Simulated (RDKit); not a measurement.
Input file for RDKit: UFF on C4H12O (a complex), monomers drawn apart or pushed together.

```python
from rdkit import Chem
from rdkit.Chem import AllChem, rdDetermineBonds

blocks = [
'''6

C     0.48432757    0.24327887   -0.27983338
O    -0.51380241   -0.51807701    0.38321416
H     0.75164376    1.14700212    0.27856529
H     0.06813634    0.54281199   -1.24073835
H     1.39336548   -0.34016136   -0.46387932
H    -0.17449668   -0.79623419    1.23979806
''',
'''11

C    -0.30315634   -1.28294091    3.59443804
C    -0.02435459    0.08227530    4.21790902
C     0.33610865    1.14408885    3.18210201
H    -0.53505253   -2.03395487    4.35147173
H    -1.15465692   -1.23595157    2.91042475
H     0.56632904   -1.64449686    3.03616516
H     0.78794897   -0.00895075    4.94469769
H    -0.90333647    0.40742397    4.78161852
H     0.51754448    2.11378660    3.64879600
H     1.24311657    0.86691724    2.63745866
H    -0.46555317    1.26908005    2.45059593
''',
]
mol = None
for b in blocks:
    f = Chem.MolFromXYZBlock(b)
    rdDetermineBonds.DetermineBonds(f, charge=0)
    mol = f if mol is None else Chem.CombineMols(mol, f)
Chem.SanitizeMol(mol)
print(Chem.MolToSmiles(Chem.RemoveHs(mol)))
ff = AllChem.UFFGetMoleculeForceField(mol, vdwThresh=100.0, ignoreInterfragInteractions=False)
e = ff.CalcEnergy()
print(f'UFF energy {e:.6f} kcal/mol')
```

The log:

```
CCC.CO
UFF energy 10.875407 kcal/mol
```

The run finished.

Cost: about 0.010 core-seconds (a rough figure).
